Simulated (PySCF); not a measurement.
## Löwdin shares of the frontier orbitals

Compound: C6H10AsN.
Structure used (PBE0-D3(BJ)/def2-SVP), in Å, numbered top down from 1:
```
atom  x, y, z in Å
N1    -3.7444    0.7670   -0.6788
C2    -2.9361    0.1620   -0.1123
C3    -1.8895   -0.5778    0.5881
C4    -0.5406    0.1430    0.5517
C5    -0.0244    0.4155   -0.8643
C6     1.4858    0.6053   -0.8191
C7     2.0798   -0.5881   -0.0810
As8    0.8943   -0.9337    1.4700
H9    -2.2236   -0.7408    1.6254
H10   -1.8092   -1.5774    0.1273
H11   -0.6314    1.0909    1.1033
H12   -0.2586   -0.4534   -1.5066
H13   -0.5397    1.2805   -1.3124
H14    1.7251    1.5360   -0.2758
H15    1.9071    0.7109   -1.8329
H16    3.1175   -0.4371    0.2494
H17    2.0612   -1.4924   -0.7103
H18    1.4160    0.2438    2.2904
```

Theory: TDDFT CAM-B3LYP/def2-SVPD, vertical, gas phase, core orbitals frozen in the response in PySCF 2.14.0, density-fitted response routines. Relativistic effects, spin–orbit coupling among them, are left out although an element past zinc is present.

Frontier orbitals with the atoms that hold most of them (Löwdin shares over 4%, at most four atoms; ? is withheld):

```csv
orbital,ε (eV),atoms
HOMO-3,-10.72,"N1 38%, C2 28%, C3 11%, H9 6%"
HOMO-2,-10.58,"As8 18%, N1 16%, H18 14%, C2 12%"
HOMO-1,-10.10,"As8 26%, C7 22%, C4 20%, C6 4%"
HOMO,-8.55,?
LUMO,0.68,?
LUMO+1,0.77,"As8 34%, C7 13%, H18 8%, H9 7%"
LUMO+2,1.56,"As8 28%, C2 16%, H9 9%, C3 9%"
```

Give the leading atoms of the HOMO.

As8 (bonded to 2 C and H) 61%; C4 (bonded to As, 2 C and H) 10%; C7 (bonded to As, C and 2 H) 9%; H18 (bonded to As) 7%. By element: arsenic 61%, carbon 19% or more, hydrogen 7% or more.

Give the leading atoms of the LUMO.

As8 (bonded to 2 C and H) 27%; H18 (bonded to As) 10%; C3 (bonded to 2 C and 2 H) 9%; C4 (bonded to As, 2 C and H) 8%. By element: arsenic 27%, carbon 17% or more, hydrogen 10% or more.

The HOMO–LUMO gap is 9.23 eV. Where does the response calculation put the lowest singlet, and from which orbitals?

S1 is at 6.12 eV (f = 0.092), 3.11 eV below the gap, made of HOMO→LUMO+1 (89%). Its leading pair isn't HOMO and LUMO; the energies of that pair differ by 9.32 eV. Without the coupling terms of the response equations the lowest excitation would equal the gap.

Give energy, strength and leading configuration of S1 and S2, and follow the Löwdin shares of the leading atoms from the occupied to the empty orbital.

- S1 (6.12 eV, f 0.092), HOMO→LUMO+1 (89%): As8 61% → 34%, C4 10% → at most 7%, C7 9% → 13%
- S2 (6.14 eV, f 0.056), HOMO→LUMO (87%): As8 61% → 27%, C4 10% → 8%, H18 7% → 10%

Löwdin shares depend on the basis, the more so with diffuse functions.

One conformer stands for the species.
